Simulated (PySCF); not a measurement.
## UHF on As²⁺ (arsenic, charge +2)

Configuration: [Ar] 3d10 4s2 4p1, 2P determinant. Calculation: PySCF 2.14, in pcseg-2 (6s5p3d1f, 43 functions); the non-relativistic Hamiltonian (point nucleus).

```json
{
 "Total energy": "-2233.200698 hartree",
 "One-electron energy": "-3090.4635 hartree",
 "Hartree (Coulomb) energy": "938.2396 hartree",
 "Exchange energy": "-80.9768 hartree",
 "Kinetic energy": "2236.22484 hartree",
 "⟨S²⟩": "0.7590",
 "⟨L²⟩": "2.027",
 "Sum of ⟨r⟩": "19.10 bohr",
 "Sum of ⟨r²⟩": "22.94 bohr²",
 "Traceless quadrupole moment −½Σ⟨3z² − r²⟩ along its main axis": "-2.23 e·bohr²",
 "Density at the nucleus (Gaussians lack the cusp)": "24400 bohr⁻³",
 "Spin density at the nucleus": "-0.128 bohr⁻³",
 "Langevin diamagnetic susceptibility": "-18.2 ×10⁻⁶ cm³/mol",
 "Time after the integrals": "0.11 s of wall time on 1 thread of Intel(R) Xeon(R) 6975P-C (shared host)"
}
```

| shell | electrons | mean orbital energy (hartree) | spread (hartree) | rms radius, mean of both spins (bohr) |
| --- | --- | --- | --- | --- |
| 1s α | 1 | -433.27076 | 0 | 0.0537 |
| 1s β | 1 | -433.26684 | 0 | 0.0537 |
| 2s α | 1 | -57.01948 | 0 | 0.224 |
| 2s β | 1 | -57.01779 | 0 | 0.224 |
| 2p α | 3 | -50.86478 | 0.00254 | 0.198 |
| 2p β | 3 | -50.86072 | 0.00740 | 0.198 |
| 3s α | 1 | -8.80924 | 0 | 0.650 |
| 3s β | 1 | -8.80211 | 0 | 0.650 |
| 3p α | 3 | -6.65976 | 0.00265 | 0.672 |
| 3p β | 3 | -6.64990 | 0.02428 | 0.672 |
| 3d α | 5 | -2.89331 | 0.01392 | 0.743 |
| 3d β | 5 | -2.88835 | 0.02398 | 0.743 |
| 4s α | 1 | -1.40886 | 0 | 2.01 |
| 4s β | 1 | -1.30832 | 0 | 2.01 |
| 4p α | 1 | -1.02071 | 0 | 2.33 |
